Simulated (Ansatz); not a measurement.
Cartesian coordinates in Å:
```
C 0.5003 1.4814 -0.3853
Se 0.6831 -0.2050 -1.3242
C -0.5463 -1.2388 -0.2014
C -0.1656 -1.1920 1.1909
N 0.1414 -1.1098 2.2965
H -0.5182 1.8583 -0.4649
H 0.7900 1.3589 0.6574
H 1.1836 2.1750 -0.8739
H -0.5050 -2.2638 -0.5720
H -1.5634 -0.8640 -0.3232
```

Total charge 0; spin multiplicity 1.

Question: List the PBE/def2-TZVPP orbital energies in eV (Ansatz 0.2.0). (An estimate is asked.)

Answer: Ansatz gave: Occupied: -12302.66, -1562.62, -1403.42, -1403.38, -1403.29, -380.48, -271.04, -270.07, -269.87, -205.61, -151.00, -150.88, -150.60, -54.10, -54.10, -53.88, -53.79, -53.74, -22.72, -20.28, -18.46, -15.68, -12.98, -11.99, -11.10, -10.65, -9.72, -8.75, -8.56, -8.21, -7.81, -5.59. Lowest empty: -1.58, -0.66, -0.32, 0.07, 0.99, 1.60, 1.83, 2.00.
